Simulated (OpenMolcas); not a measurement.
Dy3+ with its 6 nearest bromide ions at 2.802 Å, on the Y site of Cs2NaYBr6 (a = 11.3047 Å, distance in the model lattice 2.765 Å). The rest of the host is ab initio model potentials to 7.6 Å, with orthogonalisation functions on the cations behind the ligands, and point charges beyond; the distance is set by hand and nothing relaxes. Ligand basis ANO-RCC-VDZP.
```
Dy    0.0000    0.0000    0.0000
Br    2.8020    0.0000    0.0000
Br    0.0000    2.8020    0.0000
Br   -2.8020    0.0000    0.0000
Br    0.0000   -2.8020    0.0000
Br    0.0000    0.0000    2.8020
Br    0.0000    0.0000   -2.8020
```

| Quantity | Value |
| --- | --- |
| Program | OpenMolcas |
| Method | CASSCF |
| Basis | ANO-RCC-VDZP [7s6p4d2f1g] |
| Scalar Hamiltonian | DKH2, point nucleus |
| Active space | 9 electrons in 7 orbitals (4f) |
| State averaging | 2S+1 = 6 odd, 21 roots; 2S+1 = 4 odd, 115 roots kept (CI in the orbitals of an earlier block, 108 in the spin-orbit step); 2S+1 = 2 odd, 82 roots kept (CI in the orbitals of an earlier block, 41 in the spin-orbit step) |
| Spin-orbit coupling | state interaction with AMFI integrals over the reference wave functions |

Q: What is the spin-free ground state (labels of O, the rotations of Oh)?

A: 6T1, 3-fold in its orbital part; it has the highest spin that f9 allows.

Q: Where is the first state of the same spin?

A: 6T2 at 139 cm-1 above the ground state.

Q: What are the lowest two levels with spin-orbit coupling?

A: A 2-fold level Γ6 with g = 6.63, 6.63, 6.63, then a 4-fold level Γ8 16.0 cm-1 above it. Their leading multiplicities are 6 (95 %) and 6 (95 %).

Q: What is χT at 300 K, and how does it compare with the textbook value?

A: Hund's rules give f9 the level 6H15/2 with g = 1.333, so an isolated free-ion multiplet has χT = g² J(J+1) / 8 = 14.167 cm3 K/mol. The computed 13.989 at 300 K differs by -1 %, through the field's splitting, the mixing of terms and any other multiplet in reach.

High states are left out of the spin-orbit mixing, which shifts the levels that they would mix with. Without dynamic correlation the ligand-field splitting of an f shell can come out too small, at times by half. A group larger than the point group allows holds several states that coincide in this model. The first state left out of the spin-orbit step lies near 42000 cm-1 above the lowest spin-free state of the reference (among the parities and spins computed), and the lists stop at four fifths of that energy or lower. No measured value stands beside these numbers; the geometry was set by hand and not optimised.
